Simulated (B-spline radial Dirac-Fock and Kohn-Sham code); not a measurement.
# Auger decay of the N2 hole in Te³⁺

System: the Te³⁺ ion in the configuration [Kr] 4d10 5s2 5p1, inside a Watson sphere of charge -3 and radius 3 Å (a model of the Madelung potential; inside it an electron's potential energy is raised by 14.4 eV).

Input of the calculation (task.json; shells as n, l, electrons):

```json
{"items": [{
  "Z": 52,
  "q": 3,
  "cfg": [[1, 0, 2], [2, 0, 2], [2, 1, 6], [3, 0, 2], [3, 1, 6], [3, 2, 10], [4, 0, 2], [4, 1, 6], [4, 2, 10], [5, 0, 2], [5, 1, 1]],
  "A": 130,
  "rrms": 4.7423,
  "watson": [-3, 3.0],
  "do": ["binding", "quiet", "decay"],
  "holes": ["K", "L1", "L2", "L3", "M1", "M2", "M3", "M4", "M5", "N1", "N2", "N3", "N4", "N5"]
}]}
```

Launch: `python xray_run.py task.json out`

Model: independent-particle radiative and Coulomb Auger rates from relativistic LDA hole-state orbitals, with Dirac-Fock energies. Program: an atomic code on a B-spline grid. Kinetic energies are configuration averages from the vacuum level; the two-hole energies are estimated from single-hole states.

| transition | kinetic energy (eV) | width (meV) | share (%) |
| --- | --- | --- | --- |
| N2-N4N4 | 2.06 | 4300 | 15.6 |
| N2-N4N5 | 3.30 | 21800 | 78.8 |
| N2-N5N5 | 5.00 | 761 | 2.8 |
| N2-N4O1 | 43.86 | 463 | 1.7 |
| N2-N4O3 | 55.57 | 128 | 0.5 |

Coster-Kronig rates are the weakest part of this model and often come out 1.5 to 2.5 times too large. Super-Coster-Kronig decay this fast strains the one-particle picture, and such widths tend to come out too large. Channels within a few eV of threshold rest on estimated energies and may be closed in reality. The listed channels hold 99 % of the non-radiative rate. Summed by principal shells, of 27.6 eV in all: NNN 97.1 %, NNO 2.9 %.
